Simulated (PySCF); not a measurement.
A PySCF script (with the pyscf-properties extension) for the NMR shieldings of `[CH2]1[Al]([CH2]C)[CH2]CC1`, C₆H₁₃Al, on a GFN2-xTB geometry:

```python
import basis_set_exchange as bse
import numpy as np
from pyscf import gto, dft
from pyscf.prop import nmr

atoms = """
C     3.048542   -0.726570   -0.188089
C     2.314588    0.553989   -0.621743
Al    0.354707    0.351165   -0.280649
C    -1.178617    1.638597   -0.242248
C    -2.329085    0.615425   -0.326465
C    -2.033288   -0.599379    0.566640
C    -0.726460   -1.289014    0.125739
H     4.114031   -0.676133   -0.414426
H     2.632709   -1.596849   -0.696616
H     2.933972   -0.887306    0.883738
H     2.525477    0.741893   -1.684326
H     2.743542    1.413966   -0.088677
H    -1.283113    2.383805   -1.037651
H    -1.271743    2.197877    0.698326
H    -2.426847    0.264413   -1.358556
H    -3.285328    1.061948   -0.036507
H    -1.927472   -0.247803    1.597536
H    -2.880741   -1.291362    0.539635
H    -0.393525   -1.983688    0.904280
H    -0.936495   -1.914294   -0.752672
"""
names = dict.fromkeys(["C", "Al", "H"], "pcSseg-1")
basis = {el: gto.basis.parse(bse.get_basis(n, elements=[el], fmt="nwchem")) for el, n in names.items()}
mol = gto.M(atom=atoms, basis=basis, charge=0, verbose=0)
mf = dft.RKS(mol, xc="PBE0")
mf.grids.level = 2
mf.grids.alignment = dft.numint.BLKSIZE   # the property module wants whole blocks of grid points
mf.conv_tol = 1e-9
mf.kernel()

calc = nmr.RKS(mf)   # GIAO
C = mf.mo_coeff
Co = C[:, mf.mo_occ > 0]
resp = mf.gen_response(singlet=True, hermi=2)
def vind(x):   # induced exchange potential for any number of trial vectors
    d = np.einsum("pi,xij,qj->xpq", C, 2 * x.reshape(-1, C.shape[1], Co.shape[1]), Co, optimize=True)
    return np.einsum("xpq,pi,qj->xij", resp(d - d.transpose(0, 2, 1)), C, Co, optimize=True).ravel()
mo1, _ = nmr.rhf.solve_mo1(calc, with_cphf=vind)
sigma = calc.kernel(mo1)
for i, s in enumerate(sigma):   # ppm
    w = np.linalg.eigvalsh((s + s.T) / 2)
    print("%2d %-2s iso %8.1f  s11 %8.1f  s22 %8.1f  s33 %8.1f" % (i, mol.atom_pure_symbol(i), w.mean(), *w))
```

Task: What does it print?

Result: 
```
 0 C  iso    174.1  s11    166.3  s22    171.2  s33    184.7
 1 C  iso    177.4  s11    164.5  s22    179.7  s33    187.9
 2 Al iso    237.5  s11    180.6  s22    241.3  s33    290.5
 3 C  iso    172.9  s11    158.4  s22    169.5  s33    190.8
 4 C  iso    153.7  s11    143.8  s22    150.0  s33    167.3
 5 C  iso    154.2  s11    145.3  s22    150.9  s33    166.4
 6 C  iso    174.3  s11    159.4  s22    169.8  s33    193.6
 7 H  iso     30.1  s11     24.7  s22     27.9  s33     37.7
 8 H  iso     30.4  s11     25.9  s22     29.6  s33     35.6
 9 H  iso     30.5  s11     26.5  s22     28.9  s33     36.2
10 H  iso     31.1  s11     26.5  s22     29.5  s33     37.2
11 H  iso     30.8  s11     26.3  s22     29.5  s33     36.6
12 H  iso     30.9  s11     26.4  s22     28.9  s33     37.5
13 H  iso     31.5  s11     27.0  s22     29.0  s33     38.5
14 H  iso     30.8  s11     26.5  s22     29.1  s33     36.8
15 H  iso     29.3  s11     23.8  s22     27.8  s33     36.2
16 H  iso     30.8  s11     26.3  s22     29.1  s33     36.9
17 H  iso     29.3  s11     23.8  s22     27.9  s33     36.1
18 H  iso     30.8  s11     26.0  s22     29.2  s33     37.1
19 H  iso     31.5  s11     26.5  s22     29.4  s33     38.4
```

These numbers come from an equivalent density-fitted implementation of the same equations, which agrees with the script to about 0.01 ppm for H and up to a few tenths of a ppm for heavy atoms, so last digits may differ.

Size and cost of the density-fitted run: 191 basis functions, 68 s wall time on 1 thread of an Intel Xeon, shared host; peak memory 0.85 GiB.
